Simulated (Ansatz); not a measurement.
The cluster Ga2O2, relaxed as a singlet with RKS PBE-D4/def2-SVP in Ansatz, starting from the GFN2-xTB geometry. Force threshold 0.02 eV/Å.

The structure comes from a short search, and lower isomers may exist.

Start:

```xyz
4

Ga   -0.2814    0.5008   -0.7150
Ga    0.8018   -1.4384    2.0591
O     0.2487   -0.4510    0.6487
O    -0.7690    1.3886   -1.9928
```

```csv
step,energy (eV),largest force component (eV/Å),SCF passes
1,-108814.6471,1.075,28
2,-108814.6730,0.470,26
3,-108814.6803,0.032,27
4,-108814.6803,0.001,27
```

Force components are those of the run's own axes.

End:

Cartesian coordinates in Å:
```
Ga -0.2790 0.5013 -0.7180
Ga 0.8105 -1.4560 2.0855
O 0.2511 -0.4545 0.6532
O -0.7825 1.4093 -2.0207
```

By distances, no bond broke or formed. The bond that changes most is Ga1–O4, from 1.63 to 1.67 Å (atoms count from 1).

No frequencies were taken in this run, so the end may be a saddle point.

Run time 2.8 s (4 threads of Arm Neoverse V2 on a shared host).
